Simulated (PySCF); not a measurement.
Compound: C4H5FOSi.
InChI=1S/C4H5FOSi/c5-3-1-4(7)6-2-3/h1-2H,7H3

The closed-shell ground state was solved at several levels (PySCF, density fitting, gas phase, non-relativistic). Isolated species at its PBE0-D3(BJ)/def2-SVP geometry, gas phase.

```csv
level,basis functions,total energy (Eh),HOMO (eV),LUMO (eV),gap (eV),dipole (D)
mPW1PW91/pcSseg-1,151,-619.8331,-6.95,-0.57,6.38,0.63
HF/pcSseg-1,151,-617.4979,-9.07,2.93,12.00,0.85
LDA/pcSseg-1,151,-616.1823,-6.04,-1.62,4.42,0.55
B3LYP/6-31G*,112,-619.9361,-6.33,-0.31,6.02,0.32
PBE0/def2-TZVP,253,-619.6074,-6.85,-0.58,6.27,0.50
PBE0/6-31G,77,-619.3140,-6.87,-0.22,6.65,0.76
B97-2/pcSseg-1,151,-619.8044,-6.68,-0.59,6.09,0.60
LC-wPBE/pcSseg-1,151,-619.6053,-9.52,1.64,11.16,0.72
CAM-B3LYP/pcSseg-1,151,-619.7821,-8.18,0.58,8.76,0.69
PBE0/6-31G*,112,-619.4418,-6.61,-0.16,6.45,0.35
PBE0/aug-cc-pVDZ,210,-619.5073,-6.85,-0.60,6.25,0.61
```

**Question.** Estimate the row for B97-D/pcSseg-1, a basis of 151 functions; the other rows only guide the guess.

**Answer.** Total energy -619.6841 Eh, HOMO -5.77 eV, LUMO -1.32 eV, gap 4.45 eV, dipole 0.48 D.

**Question.** Over all these levels, which gives the widest orbital gap and which the narrowest?

**Answer.** HF/pcSseg-1 (Hartree–Fock, all exact exchange) has the widest, 12.00 eV, and LDA/pcSseg-1 (LDA) the narrowest, 4.42 eV. The two share the basis. From the narrowest to the widest the HOMO moves by -3.03 eV and the LUMO by +4.55 eV.

**Question.** How much does the basis alone move the frontier levels among the 4 PBE0 rows?

**Answer.** The HOMO by 0.26 eV and the LUMO by 0.44 eV. By rising basis size (HOMO, LUMO in eV): 6-31G -6.87, -0.22; 6-31G* -6.61, -0.16; aug-cc-pVDZ -6.85, -0.60; def2-TZVP -6.85, -0.58.

**Question.** In the pcSseg-1 basis, how does the gap go with the fixed share of exact exchange?

**Answer.** LDA (0 %) 4.42 eV; B97-D (0 %) 4.45 eV; B97-2 (21 %) 6.09 eV; mPW1PW91 (25 %) 6.38 eV; HF (100 %) 12.00 eV. Each rise in the share widens the gap here.

**Question.** How far do the dipole and the HOMO energy spread over the levels?

**Answer.** The dipole runs from 0.32 to 0.85 D (mean 0.59 D) and the HOMO from -9.52 to -5.77 eV.

B97-D is run here without its empirical dispersion term; that term would change no orbital, density or response property at a fixed geometry.
